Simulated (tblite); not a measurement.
A geometry optimisation, step by step.

C2H8ClFGa2.
SMILES with atom numbers: `[CH3:1][Ga@H-:2]1[F+:3][Ga@@H-:4]([CH3:5])[Cl+:6]1` (hydrogens: H7, H8, H9 on C1; H10 on Ga2; H11 on Ga4; H12, H13, H14 on C5)

Computed with GFN2-xTB (tblite), gas phase: L-BFGS steps from a force-field or distance-geometry start until the largest atomic force falls under 0.01 eV/Å. 13 of its 101 geometries are shown.

Step 0: E = -548.1983 eV, largest atomic force 2.925 eV/Å
```
atom  x, y, z in Å  |  force x, y, z in eV/Å
C1     -2.692   -0.578   -0.222   -0.665   0.491  -0.449
Ga2    -1.298   -0.003    1.061   -2.469   0.311   0.800
F3      0.217   -0.968    1.058    0.124  -1.551   0.319
Ga4     1.304    0.443    0.951    2.627   1.225   0.391
C5      2.683    0.099   -0.444    0.386  -0.484  -0.100
Cl6    -0.292    1.796    0.309   -0.091   0.729  -0.186
H7     -2.537   -0.149   -1.248   -0.206  -0.518   0.627
H8     -2.834   -1.659   -0.267   -0.004   0.007  -0.271
H9     -3.658   -0.161    0.169    0.587  -0.250  -0.391
H10    -1.809    0.241    2.571    0.492  -0.079  -0.226
H11     1.961    0.881    2.362   -0.605  -0.168  -0.105
H12     2.790    0.941   -1.147   -0.003  -0.493  -0.054
H13     2.504   -0.872   -0.965    0.152   0.711  -0.082
H14     3.661   -0.012    0.069   -0.325   0.070  -0.274
```

Step 8: E = -549.0371 eV, largest atomic force 0.429 eV/Å
```
atom  x, y, z in Å  |  force x, y, z in eV/Å
C1     -2.809   -0.591   -0.272    0.118   0.039   0.125
Ga2    -1.517    0.048    1.149   -0.179  -0.256   0.131
F3      0.202   -1.037    1.175   -0.035   0.409   0.018
Ga4     1.538    0.607    0.989    0.268  -0.294   0.160
C5      2.797    0.086   -0.507   -0.105   0.110   0.108
Cl6    -0.263    1.812    0.382   -0.029  -0.001   0.048
H7     -2.566   -0.202   -1.268   -0.005   0.013   0.134
H8     -2.861   -1.684   -0.338   -0.066   0.191   0.072
H9     -3.782   -0.196    0.036   -0.075  -0.176  -0.226
H10    -1.697    0.258    2.703    0.065  -0.008  -0.250
H11     1.823    0.894    2.525   -0.120  -0.037  -0.286
H12     2.848    0.885   -1.254    0.143  -0.054   0.080
H13     2.509   -0.836   -1.028    0.031   0.107   0.220
H14     3.778   -0.045   -0.034   -0.011  -0.043  -0.333
```

Step 17: E = -549.1350 eV, largest atomic force 0.086 eV/Å
```
atom  x, y, z in Å  |  force x, y, z in eV/Å
C1     -2.849   -0.593   -0.267    0.027   0.015   0.044
Ga2    -1.593    0.039    1.174    0.010   0.034   0.019
F3      0.201   -0.920    1.207   -0.001  -0.020  -0.029
Ga4     1.610    0.578    1.010    0.021  -0.008   0.021
C5      2.841    0.099   -0.509   -0.021   0.011   0.039
Cl6    -0.255    1.767    0.431   -0.015   0.025  -0.047
H7     -2.536   -0.190   -1.235    0.002  -0.035   0.015
H8     -2.873   -1.684   -0.329   -0.002   0.026  -0.024
H9     -3.861   -0.241   -0.056   -0.010  -0.031  -0.054
H10    -1.673    0.257    2.702   -0.073  -0.007   0.045
H11     1.776    0.888    2.518    0.064   0.006   0.027
H12     2.877    0.891   -1.262   -0.016  -0.026   0.015
H13     2.480   -0.818   -0.984    0.018   0.030  -0.014
H14     3.855   -0.074   -0.142   -0.003  -0.022  -0.058
```

Step 25: E = -549.1422 eV, largest atomic force 0.058 eV/Å
```
atom  x, y, z in Å  |  force x, y, z in eV/Å
C1     -2.849   -0.592   -0.262    0.008   0.006  -0.007
Ga2    -1.608    0.059    1.188    0.008  -0.004  -0.049
F3      0.201   -0.913    1.195   -0.029   0.020   0.031
Ga4     1.621    0.573    1.026    0.018  -0.018  -0.052
C5      2.843    0.097   -0.507   -0.020   0.002   0.007
Cl6    -0.252    1.766    0.417    0.014  -0.031   0.046
H7     -2.516   -0.196   -1.226    0.002  -0.017   0.005
H8     -2.862   -1.683   -0.325    0.020   0.015   0.008
H9     -3.873   -0.254   -0.086    0.029  -0.007  -0.015
H10    -1.718    0.253    2.720   -0.016   0.015   0.021
H11     1.814    0.891    2.530    0.013   0.006   0.021
H12     2.863    0.897   -1.253   -0.008  -0.023   0.011
H13     2.468   -0.812   -0.986    0.005   0.031  -0.007
H14     3.867   -0.086   -0.174   -0.046   0.004  -0.017
```

Step 33: E = -549.1485 eV, largest atomic force 0.110 eV/Å
```
atom  x, y, z in Å  |  force x, y, z in eV/Å
C1     -2.824   -0.591   -0.273   -0.001  -0.004  -0.019
Ga2    -1.626    0.080    1.198    0.001  -0.020  -0.019
F3      0.166   -0.900    1.237    0.053  -0.003   0.061
Ga4     1.643    0.561    1.044   -0.051  -0.057  -0.045
C5      2.817    0.093   -0.521    0.015  -0.006  -0.025
Cl6    -0.222    1.750    0.464   -0.031   0.105   0.009
H7     -2.479   -0.217   -1.242    0.022  -0.003   0.014
H8     -2.816   -1.683   -0.306   -0.016   0.001  -0.012
H9     -3.856   -0.265   -0.128    0.022  -0.023  -0.012
H10    -1.794    0.272    2.726    0.000   0.027   0.009
H11     1.878    0.893    2.538    0.010  -0.018   0.033
H12     2.829    0.906   -1.252    0.001   0.019   0.008
H13     2.438   -0.802   -1.022   -0.021  -0.005   0.031
H14     3.845   -0.097   -0.205   -0.004  -0.012  -0.033
```

Step 42: E = -549.1630 eV, largest atomic force 0.062 eV/Å
```
atom  x, y, z in Å  |  force x, y, z in eV/Å
C1     -2.755   -0.609   -0.309    0.028   0.018   0.026
Ga2    -1.659    0.133    1.213    0.012  -0.016   0.045
F3      0.148   -0.868    1.402    0.016   0.052  -0.030
Ga4     1.655    0.510    1.075   -0.048   0.020   0.000
C5      2.752    0.082   -0.558    0.012  -0.007  -0.040
Cl6    -0.199    1.800    0.599    0.004  -0.023  -0.004
H7     -2.364   -0.264   -1.270    0.014  -0.027   0.024
H8     -2.726   -1.702   -0.290   -0.005   0.018  -0.043
H9     -3.800   -0.298   -0.231    0.034  -0.016  -0.014
H10    -1.949    0.345    2.725    0.020   0.014  -0.027
H11     2.011    0.851    2.541   -0.008  -0.017   0.052
H12     2.748    0.933   -1.244   -0.035   0.019  -0.024
H13     2.344   -0.782   -1.087   -0.041  -0.011   0.002
H14     3.792   -0.133   -0.306   -0.003  -0.025   0.032
```

Step 50: E = -549.1701 eV, largest atomic force 0.108 eV/Å
```
atom  x, y, z in Å  |  force x, y, z in eV/Å
C1     -2.697   -0.623   -0.318   -0.003   0.003  -0.023
Ga2    -1.667    0.144    1.233    0.067   0.017   0.035
F3      0.150   -0.825    1.450   -0.031  -0.039  -0.004
Ga4     1.665    0.517    1.092   -0.090   0.019   0.056
C5      2.697    0.076   -0.579    0.002   0.002  -0.008
Cl6    -0.197    1.820    0.649    0.023  -0.011   0.002
H7     -2.268   -0.286   -1.266    0.017   0.024   0.002
H8     -2.674   -1.715   -0.307    0.016  -0.017   0.027
H9     -3.743   -0.310   -0.281    0.007  -0.002  -0.029
H10    -2.008    0.399    2.725    0.024  -0.010  -0.010
H11     2.059    0.801    2.566   -0.019   0.011  -0.024
H12     2.687    0.938   -1.251    0.025   0.010  -0.023
H13     2.260   -0.772   -1.111   -0.046  -0.007   0.039
H14     3.735   -0.165   -0.343    0.009   0.000  -0.038
```

Step 58: E = -549.1810 eV, largest atomic force 0.057 eV/Å
```
atom  x, y, z in Å  |  force x, y, z in eV/Å
C1     -2.574   -0.639   -0.337   -0.005   0.024  -0.035
Ga2    -1.662    0.163    1.269    0.025   0.027  -0.008
F3      0.108   -0.812    1.535    0.029   0.012  -0.017
Ga4     1.655    0.535    1.126    0.009  -0.040   0.040
C5      2.582    0.080   -0.604    0.007  -0.024  -0.019
Cl6    -0.168    1.858    0.739   -0.043  -0.005   0.011
H7     -2.061   -0.310   -1.245    0.002  -0.013  -0.008
H8     -2.543   -1.731   -0.304    0.019   0.020   0.018
H9     -3.621   -0.335   -0.406    0.020  -0.005  -0.009
H10    -2.088    0.482    2.723    0.026  -0.021   0.032
H11     2.123    0.733    2.592   -0.037   0.041  -0.015
H12     2.582    0.941   -1.277   -0.032   0.017   0.010
H13     2.047   -0.736   -1.098    0.004  -0.005  -0.008
H14     3.619   -0.228   -0.455   -0.024  -0.027   0.008
```

Step 67: E = -549.1915 eV, largest atomic force 0.054 eV/Å
```
atom  x, y, z in Å  |  force x, y, z in eV/Å
C1     -2.470   -0.628   -0.358   -0.018   0.007  -0.010
Ga2    -1.653    0.202    1.286    0.011  -0.017  -0.045
F3      0.122   -0.813    1.550   -0.011   0.025   0.008
Ga4     1.641    0.516    1.156   -0.009   0.020   0.043
C5      2.480    0.063   -0.616    0.014  -0.042  -0.016
Cl6    -0.175    1.885    0.794    0.028   0.027   0.004
H7     -1.903   -0.325   -1.245   -0.005  -0.012   0.052
H8     -2.425   -1.717   -0.277   -0.007   0.013  -0.026
H9     -3.514   -0.343   -0.506    0.025  -0.009  -0.001
H10    -2.077    0.489    2.745   -0.005  -0.033   0.021
H11     2.103    0.751    2.618   -0.005   0.017  -0.035
H12     2.480    0.939   -1.271   -0.004  -0.006   0.014
H13     1.885   -0.721   -1.093   -0.020   0.003  -0.016
H14     3.505   -0.298   -0.526    0.007   0.007   0.004
```

Step 75: E = -549.1941 eV, largest atomic force 0.034 eV/Å
```
atom  x, y, z in Å  |  force x, y, z in eV/Å
C1     -2.415   -0.629   -0.368    0.011   0.000   0.001
Ga2    -1.648    0.219    1.290   -0.012  -0.013  -0.024
F3      0.113   -0.792    1.586    0.011  -0.002   0.011
Ga4     1.637    0.513    1.170   -0.014   0.019   0.025
C5      2.421    0.047   -0.624    0.001   0.006  -0.011
Cl6    -0.160    1.914    0.839   -0.013  -0.008   0.001
H7     -1.809   -0.333   -1.229   -0.002   0.003  -0.003
H8     -2.368   -1.718   -0.277   -0.005   0.009  -0.005
H9     -3.452   -0.351   -0.563    0.003   0.012   0.002
H10    -2.101    0.484    2.745   -0.006  -0.012   0.019
H11     2.123    0.756    2.618    0.014   0.011  -0.006
H12     2.423    0.936   -1.260    0.006   0.007  -0.020
H13     1.794   -0.711   -1.101   -0.009  -0.010   0.006
H14     3.441   -0.334   -0.569    0.013  -0.021   0.004
```

Step 83: E = -549.1975 eV, largest atomic force 0.084 eV/Å
```
atom  x, y, z in Å  |  force x, y, z in eV/Å
C1     -2.383   -0.622   -0.383    0.022   0.001  -0.013
Ga2    -1.646    0.195    1.300    0.019  -0.009   0.026
F3      0.130   -0.766    1.629    0.026  -0.027  -0.008
Ga4     1.628    0.554    1.174    0.074  -0.007  -0.039
C5      2.389    0.035   -0.624   -0.028  -0.009   0.001
Cl6    -0.193    1.924    0.862   -0.004   0.001   0.005
H7     -1.754   -0.323   -1.228   -0.003   0.005   0.002
H8     -2.362   -1.712   -0.312   -0.011  -0.008  -0.003
H9     -3.408   -0.314   -0.592   -0.030   0.006  -0.019
H10    -2.100    0.401    2.764   -0.024   0.016   0.011
H11     2.158    0.824    2.606   -0.016   0.012  -0.029
H12     2.421    0.905   -1.286    0.007  -0.005   0.022
H13     1.727   -0.709   -1.076   -0.028   0.001   0.004
H14     3.392   -0.394   -0.576   -0.004   0.026   0.039
```

Step 92: E = -549.2002 eV, largest atomic force 0.022 eV/Å
```
atom  x, y, z in Å  |  force x, y, z in eV/Å
C1     -2.366   -0.614   -0.394    0.009   0.003   0.004
Ga2    -1.633    0.164    1.315   -0.008  -0.011  -0.017
F3      0.163   -0.761    1.647   -0.002  -0.016  -0.008
Ga4     1.633    0.587    1.167    0.014  -0.001  -0.005
C5      2.365    0.025   -0.622   -0.009  -0.018  -0.007
Cl6    -0.214    1.924    0.879   -0.008  -0.001   0.012
H7     -1.723   -0.312   -1.226    0.000   0.000   0.017
H8     -2.371   -1.705   -0.345   -0.004  -0.005  -0.003
H9     -3.383   -0.282   -0.610    0.005   0.005   0.006
H10    -2.106    0.344    2.778   -0.003   0.014  -0.005
H11     2.176    0.889    2.584   -0.002   0.013   0.003
H12     2.426    0.879   -1.302    0.002   0.006   0.002
H13     1.679   -0.708   -1.057    0.006   0.010   0.003
H14     3.354   -0.430   -0.556    0.000  -0.001  -0.001
```

Step 100: E = -549.2007 eV, largest atomic force 0.007 eV/Å
```
atom  x, y, z in Å  |  force x, y, z in eV/Å
C1     -2.349   -0.615   -0.396    0.004  -0.001  -0.003
Ga2    -1.631    0.155    1.320   -0.002  -0.001   0.004
F3      0.169   -0.765    1.653   -0.002   0.000  -0.001
Ga4     1.634    0.593    1.170    0.000   0.001  -0.003
C5      2.347    0.021   -0.625    0.002   0.003   0.004
Cl6    -0.220    1.925    0.901    0.003   0.000  -0.001
H7     -1.691   -0.311   -1.216    0.003  -0.002  -0.004
H8     -2.362   -1.707   -0.356   -0.005  -0.001   0.001
H9     -3.360   -0.273   -0.624    0.000   0.001   0.002
H10    -2.117    0.344    2.776   -0.001   0.001   0.005
H11     2.185    0.911    2.581   -0.003   0.000  -0.006
H12     2.417    0.873   -1.306   -0.001   0.003   0.003
H13     1.647   -0.703   -1.054    0.000   0.002  -0.002
H14     3.330   -0.449   -0.565    0.001  -0.005   0.000
```

Q: Summarise the path.

A: The energy falls by 23.12 kcal/mol from step 0 to step 100; nine tenths of that is first reached at step 11. It falls at every step. The largest force goes from 2.925 to 0.007 eV/Å. Among the bonds F3–Ga4 changes most, from 1.785 to 2.055 Å; the atoms move by 0.600 Å rms after alignment.

What follows is the cost of the whole relaxation. Hardware: one thread of an Arm Neoverse N1, on a shared host. Cost: 1.2 s wall.
